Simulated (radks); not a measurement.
All-electron atom: Yb IV in [Xe] 4f11 6s2 (not the ground configuration). Method: scalar-relativistic Kohn-Sham, LDA (Slater exchange, Perdew-Wang correlation), spin-polarised, spherical densities, point nucleus; open shells are filled with parallel spins first (spin-orbit coupling, left out, can overturn this in heavy ions); computed with a radial shooting solver on a logarithmic mesh with Libxc functionals. Some entries of the table are withheld. Estimate them.

orbital  occ.  eigenvalue (hartree)  <1/r> (bohr^-1)  r(max) (bohr)
1s down     1             -2250.867            80.60        0.01238
1s up       1             -2250.867            80.60        0.01238
2s up       1             -383.2169            18.79        0.07063
2s down     1             -383.2140            18.79        0.07063
2p up       3             -338.1154            17.25        0.05757
2p down     3             -338.1133            17.25        0.05757
3s up       1             -88.16363            6.936         0.1996
3s down     1             -88.10466            6.939         0.1996
3p up       3             -74.57132            6.458         0.1968
3p down     3             -74.51253            6.461         0.1967
3d up       5             -57.98309            6.118         0.1603
3d down     5             -57.93726            6.121         0.1602
4s up       1             -19.13733            2.948         0.4547
4s down     1             -19.02557            2.947         0.4546
4p up       3             -14.65288            2.694         0.4755
4p down     3             -14.54389            2.692         0.4755
4d up       5              -8.74826            2.393         0.4890
4d down     5              -8.64277            2.390         0.4891
5s up       1              -3.75395              (1)          1.037
5s down     1              -3.70868              (2)          1.040
5p up       3              -2.61072            1.003          1.165
5p down     3              -2.57718           0.9952          1.171
4f up       7              -2.22223            1.896         0.4709
4f down     4              -2.12482            1.883         0.4720
6s up       1              -1.08387           0.4826          2.458
6s down     1              -1.07773           0.4805          2.471

Answer. 
(1) 5s up <1/r> (bohr^-1): 1.171
(2) 5s down <1/r> (bohr^-1): 1.164
